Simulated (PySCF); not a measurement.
Structure problem from calculated spectra and properties.

Elements present: Al, C, H, N and O. Monoisotopic mass: 88.0349 u (electron mass counted); charge -1.

| Item | Value |
| --- | --- |
| 13C NMR | chemical shifts (computed TMS as zero) by class: 171.5 (1 C), 27.1 (1 C) ppm [GIAO PBE0/pcSseg-1] |
| XPS | C1s 287.3, C1s 288.9, N1s 399.8, O1s 532.2, Al1s 1560.5 eV [ΔSCF SCAN, pcX-2 on the ionised atom, pcseg-1 elsewhere, spin-free X2C] |
| Rotational structure | rotational constants A, B, C: 9.209, 2.081, 1.760 GHz [PBE0-D3(BJ)/def2-SVP] |
| NMR, other nuclei | isotropic shieldings of nuclei other than C and H, by class: 127 (1 N), -87 (1 O), 463 (1 Al) ppm [GIAO PBE0/pcSseg-1] |
| 1H NMR | chemical shifts (computed TMS as zero) by class: 3.84 (3 H), 3.27 (1 H), 1.40 (3 H) ppm [GIAO PBE0/pcSseg-1] |

The electronic properties come from PySCF, for the isolated species, density fitting. Levels stand in brackets. One conformer (not necessarily the lowest) at the PBE0-D3(BJ)/def2-SVP geometry, without solvent, vibrations or thermal averaging. The geometry's basis has no diffuse functions, a weakness for an anion. No diffuse functions stand in pcSseg-1, which bears on an anion's orbital energies. NMR values are class means; diastereotopic atoms form classes of their own.

Question: Which formula fits the mass and the elements?

Answer: C2H7AlNO (calculated 88.0349). No other formula that holds each of these elements comes within 0.0003 u with a fitting electron parity and a possible valence count.

Question: What is the compound? Reason from the data.

Answer: Numbering: `[CH3:1][C:2](=[O:3])[NH:4][AlH3-:5]`. 2 carbons fall into 2 classes; from least to most shielded: amide carbonyl carbon [C2] (171.5 ppm), methyl carbon next to a carbonyl [C1] (27.1 ppm). Hydrogen classes from least to most shielded: 3 H on an aluminium bonded to N and 3 H, Al5 (3.84 ppm), 1 H on an amide nitrogen, N4 (3.27 ppm), 3 H on a methyl carbon next to a carbonyl, C1 (1.40 ppm, a mean of values up to 0.8 ppm apart in this geometry). The other shieldings belong to: 127 ppm, amide nitrogen [N4]; -87 ppm, amide oxygen [O3]; 463 ppm, aluminium bonded to N and 3 H [Al5]. The core levels belong to: C1s 287.3 eV, methyl carbon next to a carbonyl [C1]; C1s 288.9 eV, amide carbonyl carbon [C2]; N1s 399.8 eV, amide nitrogen [N4]; O1s 532.2 eV, amide oxygen [O3]; Al1s 1560.5 eV, aluminium bonded to N and 3 H [Al5]. The hole state at 288.9 eV has ⟨S²⟩ = 0.82 against 0.75, so that value is less sure. The optimised geometry has point group Cs and is an asymmetric top. Structure: `CC(=O)[NH][AlH3-]`. The assignments are read from this structure; whether some other isomer fits the data as well wasn't checked.

Shape of the structure used: `[CH3:1][C:2](=[O:3])[NH:4][AlH3-:5]`: C1–C2–N4–Al5 180°.
